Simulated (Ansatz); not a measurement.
Stepwise reaction of `[CH3][Hf]([CH3])([Cl])[Cl]` with hydrogen chloride, as a gas-phase model of exchange steps in deposition or etching. ΔE in kJ/mol; ΔG adds harmonic PBE0-D4 terms to CCSD(T)/CBS, at 1 bar.

Gas-phase electronic energies from Ansatz, PBE0-D4/def2-TZVP geometries. CCSD(T)/CBS is the MP2 limit (def2-TZVPP, def2-QZVPP) plus CCSD(T) − MP2 in def2-TZVPP, frozen cores. This one scheme is used for every species. Functionals use def2-TZVPP. B3LYP here is the variant with VWN-RPA as its local correlation; programs differ in this. def2 core potentials past Kr. For Hf outer-core shells are correlated without core-valence functions, which leaves a few kJ/mol of doubt a bond.

```csv
step,reaction,PBE-D4,B3LYP-D4,ωB97M-V,CCSD(T)/CBS,ΔG(500 K)
2,`[CH3][Hf]([Cl])([Cl])[Cl]` + HCl → `[Cl][Hf]([Cl])([Cl])[Cl]` + CH₄,-198.1,-203.4,-199.5,-198.7,-173.8
```

Problem. Give the row of step 1, `[CH3][Hf]([CH3])([Cl])[Cl]` + HCl → `[CH3][Hf]([Cl])([Cl])[Cl]` + CH₄. (An estimate is asked.)

Solution. Computed: 
```json
{"step": "1", "reaction": "`[CH3][Hf]([CH3])([Cl])[Cl]` + HCl → `[CH3][Hf]([Cl])([Cl])[Cl]` + CH₄", "PBE-D4": "-209.6", "B3LYP-D4": "-215.6", "ωB97M-V": "-212.3", "CCSD(T)/CBS": "-212.0", "ΔG(500 K)": "-185.2"}
```

Problem. By hand: ΔE of the 2 steps together at CCSD(T)/CBS.

Solution. (-212.0) + (-198.7) = -410.7 kJ/mol, or -205.3 kJ/mol a step.

In ΔE each step is higher than the one before. All are downhill at CCSD(T)/CBS. ΔG lies between -185.2 and -173.8 kJ/mol a step. PBE-D4 differs from CCSD(T)/CBS by 0.6 to 2.4 kJ/mol a step. Only this route is followed, and other bonds may react first. Isolated molecules leave out the surface, adducts and barriers. Largest T1 diagnostic: 0.014.
